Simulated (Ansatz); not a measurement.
Molecule: GeF (charge 0, doublet). SMILES: [F][Ge]
Geometry from a B3LYP-D3(BJ)/def2-TZVP (Ansatz, a first-principles code) optimisation:
```
F
Ge 1 1.7699
```
Charge 0, spin multiplicity 2.

Parts of the frozen-core correlation energy in cc-pVDZ (Ansatz, hartree). Frozen orbitals: 15; correlated occupied orbitals by spin: 6 and 5; virtual: 20 and 21. Open shells are spin-unrestricted. Spin-orbit coupling is left out. Non-relativistic.

```json
[
 {"term": "reference (HF)", "value": "-2174.77857"},
 {"term": "MP2 opposite-spin", "value": "-0.18204"},
 {"term": "MP2 same-spin", "value": "-0.06375"},
 {"term": "CCSD correlation", "value": "-0.25916"},
 {"term": "(T)", "value": "-0.00535"},
 {"term": "CCSDT minus CCSD(T)", "value": "-0.00053"},
 {"term": "CCSDT(Q) minus CCSD(T)", "value": "-0.00122"},
 {"term": "T1 diagnostic", "value": "0.021"},
 {"term": "largest doubles amplitude", "value": "0.084"},
 {"term": "<S^2> of the reference", "value": "0.764"}
]
```
